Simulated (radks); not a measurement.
Results of a calculation; reference values are marked as such.
Problem. The mercury ion Hg2+, [Xe] 4f14 5d10. Level of theory: non-relativistic Kohn-Sham, r2SCAN, spin-polarised, spherical densities, point nucleus; meta-GGA in the generalised Kohn-Sham scheme (a radial shooting solver on a logarithmic mesh with Libxc functionals). Every spin shell is full or empty, so the densities are truly spherical. Functionals are evaluated on that one density, not self-consistently. Rank these exchange functionals by their error against the exact value of the orbitals, and give that value: LDA, B88, PBE, revPBE, PW86, OPTX, WC, AM05, SOGGA, G96, revTPSS, SCAN, TASK, MVS.

Solution. Exact: -344.859 hartree. From best to worst, with 100 (|E| - |E exact|)/|E exact| (equal figures are ties): SCAN +0.05, B88 +0.06, MVS +0.09, revPBE -0.26, PBE -0.35, PW86 -0.40, G96 +0.46, WC -0.63, revTPSS -0.90, SOGGA -1.81, TASK -1.82, OPTX +1.90, AM05 -3.61, LDA -3.81.
